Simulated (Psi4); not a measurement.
Two rigid molecules brought together: H2O ··· HBr (SMILES O and Br). Monomers: optimised at B3LYP-D3(BJ) (def2-TZVP), held rigid. Orientation: lowest of the rigid-body minima from ten starts at GFN2-xTB. Only R, the distance of the centres of mass, is varied, so the lowest point isn't the relaxed dimer.

Levels: PBE/def2-TZVP, counterpoise-corrected (Psi4); PBE-D3(BJ)/def2-TZVP, counterpoise-corrected (Psi4); B3LYP/def2-TZVP, counterpoise-corrected (Psi4); wB97X-V/def2-TZVP, counterpoise-corrected (Psi4).

Interaction energies in kJ/mol; the last columns give the difference from wB97X-V:

```csv
R / Å,PBE/def2-TZVP,PBE-D3(BJ)/def2-TZVP,B3LYP/def2-TZVP,wB97X-V/def2-TZVP,PBE/def2-TZVP − wB97X-V/def2-TZVP,PBE-D3(BJ)/def2-TZVP − wB97X-V/def2-TZVP,B3LYP/def2-TZVP − wB97X-V/def2-TZVP
2.83,9.88,6.72,19.35,16.06,-6.18,-9.33,3.29
3.05,-14.80,-17.65,-8.07,-11.05,-3.75,-6.60,2.98
3.26,-21.81,-24.34,-17.11,-19.99,-1.82,-4.35,2.88
3.49,-22.01,-24.17,-18.74,-21.53,-0.47,-2.64,2.79
3.69,-19.71,-21.57,-17.22,-19.87,0.16,-1.70,2.65
3.97,-15.58,-17.04,-13.77,-16.11,0.52,-0.93,2.33
4.24,-11.97,-13.09,-10.59,-12.52,0.55,-0.57,1.93
4.78,-7.01,-7.64,-6.26,-7.37,0.36,-0.26,1.11
5.45,-3.84,-4.13,-3.61,-4.09,0.25,-0.04,0.48
6.45,-1.86,-1.96,-1.87,-2.03,0.17,0.07,0.16
7.72,-0.93,-0.96,-0.95,-1.01,0.08,0.05,0.06
```

PBE/def2-TZVP is furthest from wB97X-V/def2-TZVP at 2.83 (-6.18 kJ/mol, below); its mean absolute difference over the points is 1.30 kJ/mol.

PBE-D3(BJ)/def2-TZVP is furthest from wB97X-V/def2-TZVP at 2.83 (-9.33 kJ/mol, below); its mean absolute difference over the points is 2.41 kJ/mol.

B3LYP/def2-TZVP is furthest from wB97X-V/def2-TZVP at 2.83 (3.29 kJ/mol, above); its mean absolute difference over the points is 1.88 kJ/mol.
